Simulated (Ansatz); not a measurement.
Correlation energies of C₂H₇BFN, SMILES `BCC(N)F` by basis set

Cartesian coordinates in Å:
```
B -1.657 0.552 -0.840
C -0.672 0.123 0.281
C 0.769 -0.058 -0.125
N 1.612 -0.361 0.962
F 0.790 -1.083 -1.105
H -2.837 0.438 -0.676
H -1.261 1.066 -1.846
H -0.730 0.941 1.020
H -1.023 -0.763 0.824
H 1.153 0.827 -0.642
H 2.569 -0.509 0.673
H 1.288 -1.172 1.475
```

Charge 0, multiplicity 1. The structure was optimised at the PBE0-D4/def2-TZVP level. It is one conformer, not always the lowest. Frozen core, restricted reference, Ansatz 0.2.0. CBS rows extrapolate triple and quadruple zeta; past MP2 they add the triple-zeta difference.

```json
{"basis": "def2-TZVPP", "HF (Eh)": "?", "MP2 corr.": "-0.90608", "CCSD corr.": "-0.94697", "(T)": "-0.03376", "CCSD(T) total": "?"}
{"basis": "def2-QZVPP", "HF (Eh)": "?", "MP2 corr.": "-0.97422", "CCSD corr.": "–", "(T)": "–", "CCSD(T) total": "–"}
{"basis": "CBS(def2)", "HF (Eh)": "?", "MP2 corr.": "?", "CCSD corr.": "-1.06558", "(T)": "as TZ", "CCSD(T) total": "?"}
```

Q: Fill in the withheld values. (An estimate is asked.)

A: The calculation gave: def2-TZVPP HF (Eh): -258.47570; def2-TZVPP CCSD(T) total: -259.45643; def2-QZVPP HF (Eh): -258.48760; CBS(def2) HF (Eh): -258.48924; CBS(def2) MP2 corr.: -1.02469; CBS(def2) CCSD(T) total: -259.58858.
